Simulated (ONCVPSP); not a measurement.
**Re (Z = 75): one change to an ONCV potential, before and after**

* Element: rhenium
* Generator: ONCVPSP 4.0.1
* Type: optimised norm-conserving Vanderbilt (ONCV)
* Functional: PBEsol
* Relativity: fully relativistic
* Frozen core: [Xe]
* Valence charge: 21
* Reference configuration: 4f14 5d5 6s1 (charge +1)
* Partial waves: 6s: rc 2.60 bohr, ncon 3, nbas 7, qcut 2.4 1/bohr, 2 projectors, debl 1.4 Ha; p scattering state at 0.38 Ha: rc 2.45 bohr, ncon 4, nbas 6, qcut 3.7 1/bohr, 1 projector; 5d: rc 2.50 bohr, ncon 4, nbas 9, qcut 4.9 1/bohr, 3 projectors, debl 2.4 Ha; 4f: rc 1.00 bohr, ncon 3, nbas 7, qcut 14 1/bohr, 3 projectors, debl 0.4 Ha
* Local potential: polynomial inside 0.90 bohr (lpopt 5, dvloc0 -1 Ha)
* Core correction: none

Open shells are filled in proportion to 2j + 1.

In the p channel the program set the typed energies aside and used 0.050 Ha (j = l + 1/2; the other j can differ). In the f channel the program set the typed energies aside and used -1.797, 0.250, 0.650 Ha (j = l + 1/2; the other j can differ).

All-electron outer shells of the reference configuration (PBEsol, scalar-relativistic, ld1.x):

| shell | level (eV) | outermost node (bohr) | outermost maximum (bohr) |
| --- | --- | --- | --- |
| 5p | -54.85 | 0.56 | 1.06 |
| 4f | -50.12 | – | 0.41 |
| 5d | -12.99 | 0.62 | 1.41 |
| 6s | -12.73 | 1.24 | 2.48 |

Change: functional PBE. In the p channel the program set the typed energies aside and used 0.050 Ha (j = l + 1/2; the other j can differ). In the f channel the program set the typed energies aside and used -1.795, 0.250, 0.650 Ha (j = l + 1/2; the other j can differ).

Cutoffs: the cutoffs (Ha) at which the residual kinetic energy of the hardest occupied pseudo-wave falls to 1 and 0.1 mHa per electron; they do not see the model core or the augmentation charge, which bear on the density cutoff. Errors are all-electron minus pseudo energies relative to the spin-unpolarised reference configuration.

Problem. What does the change do?

Solution. Both files keep a bound ghost (p, s); of the 3 tests that both files solve, the error grows in 2 and shrinks in 0 by more than 15 % and 0.3 meV (median size 27.2 → 75.1 meV).

| quantity | base | changed |
| --- | --- | --- |
| bound ghosts | s, p3/2, p1/2 | s, p3/2, p1/2 |
| GHOST(+) flags under 300 eV | p3/2 at 8.1 eV, p1/2 at 9.9 eV, d5/2 at 181.9 eV, d3/2 at 193.0 eV | p3/2 at 8.0 eV, p1/2 at 9.8 eV, d5/2 at 181.6 eV, d3/2 at 192.7 eV |
| tests with a reliable result | 3 of 4 | 3 of 4 |
| error for 4f14 5d5 6s0, meV [ΔE 16.35 → 16.33 eV] | +13 | +31 |
| error for 4f14 5d4 6s0, meV [ΔE 43.50 → 43.44 eV] | +27 | +75 |
| error for 4f13 5d5 6s2, meV [ΔE 42.92 eV] | -1086 | -1075 |
| s: phases at 2.65 bohr within 0.05 rad from the reference energy up to (Ha; the scan ends near 5) | 2.5 | 2.5 |
| p3/2: phases at 2.49 bohr within 0.05 rad from the reference energy up to (Ha; the scan ends near 5) | 0.2 | 0.2 |
| p1/2: phases at 2.49 bohr within 0.05 rad from the reference energy up to (Ha; the scan ends near 5) | n/a | n/a |
| d5/2: phases at 2.54 bohr within 0.05 rad from the reference energy up to (Ha; the scan ends near 5) | to the end of the scan | to the end of the scan |
| d3/2: phases at 2.54 bohr within 0.05 rad from the reference energy up to (Ha; the scan ends near 5) | to the end of the scan | to the end of the scan |
| f7/2: phases at 1.02 bohr within 0.05 rad from the reference energy up to (Ha; the scan ends near 5) | to the end of the scan | to the end of the scan |
| f5/2: phases at 1.02 bohr within 0.05 rad from the reference energy up to (Ha; the scan ends near 5) | to the end of the scan | to the end of the scan |

 A true bound ghost makes a file unfit for plane-wave use even where its test errors are small: the radial tests pick states by their node count and pass the ghost by.
